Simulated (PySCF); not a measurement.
BrClFHOSi.

```xyz
6

O     -1.6475    -1.1562    -0.4880
Si    -0.2753    -0.6024     0.2069
F     -0.3308    -0.7838     1.8072
Cl     1.2759    -1.7107    -0.5074
Br     0.0219     1.5553    -0.1775
H     -2.4447    -0.6159    -0.4184
```

Geometry: B3LYP-D3(BJ)/def2-SVP. The structure was generated by enumeration, and PubChem lists no compound with its InChIKey, so it may never have been made. Other conformers were not sampled.

The numbers are results of PBE/pcSseg-1 run with PySCF, not measurements. Non-relativistic, no solvent.

Computed absolute GIAO shielding of each atom: isotropic value and principal components (ppm):
```csv
atom,σ(iso),σ11,σ22,σ33,span
O1,225.5,184.4,207.1,285.1,100.7
Si2,355.5,335.5,360.8,370.2,34.6
F3,237.7,188.5,194.9,329.5,141.0
Cl4,816.1,696.9,720.4,1031.1,334.2
Br5,2369.7,2086.1,2120.0,2903.1,817.0
H6,28.2,20.9,23.6,40.1,19.2
```
